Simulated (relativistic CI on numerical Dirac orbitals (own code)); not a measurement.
# Pt LXIX: sensitivity of the levels to the model

Base calculation: Dirac-Coulomb-Breit CI, separate exchange-only KLI orbitals for each configuration, a model potential for QED, unscaled Slater integrals.

Configurations in the expansion (outside the closed core 1s2): 2s2 2p6, 2s2 2p5 3s, 2s2 2p5 3p, 2s2 2p5 3d, 2s 2p6 3s, 2s 2p6 3p, 2s 2p6 3d, 2s2 2p5 4s, 2s2 2p5 4p, 2s2 2p5 4d, 2s2 2p5 4f, 2s2 2p4 3s2, 2s2 2p4 3s 3p, 2s 2p6 4s, 2s2 2p4 3s 3d, 2s 2p6 4p. Levels of other configurations are missing.

The lowest level and the first level of each name with at least 55 % of one term (blank where a level has no safe partner in the second run):

| Level | Base (eV) | Shift (eV) |
| --- | --- | --- |
| 2s2 2p6 1S_0 | 0.0 | 0.0 |
| 2s2 2p5 3s 3P°_2 | 9248.8 | -3.1 |
| 2s2 2p5 3s 1P°_1 | 9258.0 | -3.1 |
| 2s2 2p5 3p 3D_3 | 9898.1 | +2.4 |
| 2s2 2p5 3p 1P_1 | 9898.7 | +2.4 |
| 2s2 2p5 3p 3P_2 | 9912.2 | +2.4 |
| 2s2 2p5 3p 1S_0 | 9974.3 | +2.4 |
| 2s2 2p5 3d 3P°_0 | 10068.1 | +3.6 |
| 2s2 2p5 3d 3P°_1 | 10078.9 | +3.6 |
| 2s2 2p5 3d 3F°_4 | 10186.2 | +3.3 |
| 2s2 2p5 3d 3D°_3 | 10204.8 | +3.3 |
| 2s2 2p5 3d 1P°_1 | 10235.7 | +3.3 |
| 2s2 2p5 3s 3P°_0 | 11020.1 | -4.4 |
| 2s2 2p5 3s 3P°_1 | 11023.6 | -4.4 |
| 2s2 2p5 3p 3D_1 | 11177.4 | +1.5 |
| 2s2 2p5 3p 3P_0 | 11230.8 | +1.5 |
| 2s 2p6 3s 3S_1 | 11543.2 | +16.6 |
| 2s 2p6 3s 1S_0 | 11584.6 | +17.1 |
| 2s 2p6 3p 3P°_1 | 11711.8 | +22.8 |
| 2s 2p6 3p 3P°_0 | 11713.0 | +23.0 |
| 2s2 2p5 3d 3F°_2 | 11850.1 | +2.2 |
| 2s 2p6 3p 3P°_2 | 12202.4 | +22.5 |

At this charge energies of transitions that change n are usually good to better than 1 %, and those within a shell (Δn = 0) to a few per cent.

Q: One thing was changed in a second run, which moved the levels as shown. Which?
A. configuration mixing switched off
B. Breit term removed
C. QED terms removed

A: C. QED terms removed. QED shifts follow the density of s (and p1/2) electrons at the nucleus, so configurations move by their count of such electrons; where none moves, the smaller shifts of p3/2 electrons and of j = l + 1/2 against j = l − 1/2 set the pattern.

LS names give the leading component of a level, which can be under half, so a name can repeat, a term be missing and a line seem to break the LS rules.
